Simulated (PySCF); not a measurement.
## Ionisation energy of Ba³⁴⁺ by level of theory

Ba³⁴⁺ [Ar] 3d4 (5D) → Ba³⁵⁺ [Ar] 3d3 (4F), as a difference of total energies. Computed with PySCF 2.14 in an even-tempered Gaussian basis (18 s from 5.6 bohr⁻², ratio 2.5; 12 p from 7.3 bohr⁻², ratio 2.5; 8 d from 7.3 bohr⁻², ratio 2.5; 4 f from 27 bohr⁻², ratio 2.7; 3 g from 41 bohr⁻², ratio 2.7), with scalar relativity by spin-free X2C-1e. Correlated levels: outer shells: [Ne] frozen; virtual orbitals above 40 to 60 times the deepest correlated orbital energy dropped. The calculations carry no spin-orbit coupling.

| method | ionisation energy (eV) |
| --- | --- |
| UHF | 2250.5 |
| LDA | 2250.4 |
| PBE | 2249.5 |
| PBE0 | 2250.2 |
| r2SCAN | 2249.4 |
| B97-3 | 2250.5 |
| TPSSh | 2248.9 |
| MP2 (outer shells) | 2251.0 |
| SCS-MP2 (outer shells) | 2250.5 |

Spin-orbit coupling is strong in these open shells (close to jj coupling). The scalar numbers leave it out and a first-order estimate fails, so it can dominate the gap to the real levels.

Breit and QED terms and the two-electron picture change are absent.

For comparison: 2256 ± 5 eV (theoretical estimate listed by NIST; NIST Atomic Spectra Database, ionization energies).
